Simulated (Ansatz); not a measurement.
Geometry optimisation, RKS PBE-D4/def2-SVP in Ansatz 0.2.0.

input.yaml

```yaml
crystal:
  periodic: [false, false, false]
  atoms:
    - { symbol: Ge, position_ang: [0.0, 0.0, 0.0] }
    - { symbol: H, position_ang: [0.0, 0.0, 1.9] }
    - { symbol: H, position_ang: [1.4616, 0.0, -0.5162] }
    - { symbol: O, position_ang: [-0.8337, 1.4443, -0.5894] }
    - { symbol: H, position_ang: [-1.7915, 1.2136, -0.8118] }
    - { symbol: O, position_ang: [-0.8337, -1.4443, -0.5894] }
    - { symbol: H, position_ang: [-1.2883, -1.91, 0.183] }
    - { symbol: "N", position_ang: [0.8285, 1.9267, 0.6969] }
    - { symbol: H, position_ang: [1.668, 1.9396, 1.3439] }
    - { symbol: H, position_ang: [0.3863, 2.8379, 0.3841] }
    - { symbol: H, position_ang: [0.4047, 0.9412, 1.831] }
basis:
  gaussian: { orbitals: def2-SVP }
hamiltonian:
  xc: pbe
  dispersion: d4
relax:
  f_tol: 0.15
  max_steps: 25
  restrain:
    - { distance: [0, 7], at: 1.91, k: 30.0 }
    - { distance: [10, 1], at: 0.66, k: 30.0 }
    - { distance: [0, 1], at: 2.75, k: 30.0 }
    - { distance: [10, 7], at: 2.26, k: 30.0 }
```

Command:

```bash
$ ansatz run input.yaml --threads 4 --pin off --max-ram 5120MiB --backend cpu --events-out ev --progress --plain --runs-dir out
```

Task: Where does it end, and by what steps?

Result: The forces met the threshold. The restraints hold the end off the free minimum; the threshold counts their pulls, which the force column leaves out. Restrained pairs: Ge1–N8 (2.21 → 1.88 Å), H2–H11 (1.03 → 0.72 Å), Ge1–H2 (1.90 → 2.76 Å), N8–H11 (1.56 → 2.27 Å). After 11 steps the energy has fallen by 3.467 eV (the restraints' own energy left out); H7 moved furthest, 1.18 Å.

| step | energy less start (eV) | largest force component (eV/Å) | accepted |
| --- | --- | --- | --- |
| 0 | 0.0000 | 4.022 | yes |
| 1 | 0.1970 | 3.337 | yes |
| 2 | -0.5644 | 2.412 | yes |
| 3 | -1.8773 | 2.165 | yes |
| 4 | -2.4126 | 1.853 | yes |
| 5 | -2.7808 | 1.617 | yes |
| 6 | -3.0804 | 1.465 | yes |
| 7 | -3.2956 | 1.597 | yes |
| 8 | -3.4235 | 1.617 | yes |
| 9 | -3.4616 | 1.840 | yes |
| 10 | -3.4593 | 1.728 | no |
| 11 | -3.4671 | 1.853 | yes |

```xyz
11
Properties=species:S:1:pos:R:3
Ge 0.214 0.511 -0.441
H 0.025 -0.163 2.233
H 1.340 0.003 -1.367
O -1.152 1.373 -1.233
H -1.745 0.713 -1.647
O -0.484 -1.041 0.180
H -1.263 -0.871 0.746
N 0.905 1.887 0.632
H 1.708 1.635 1.216
H 0.205 2.386 1.191
H 0.249 0.516 2.322
```

Run time: 13 s on 4 threads of Arm Neoverse V2, on a shared host, peak memory 0.16 GiB.
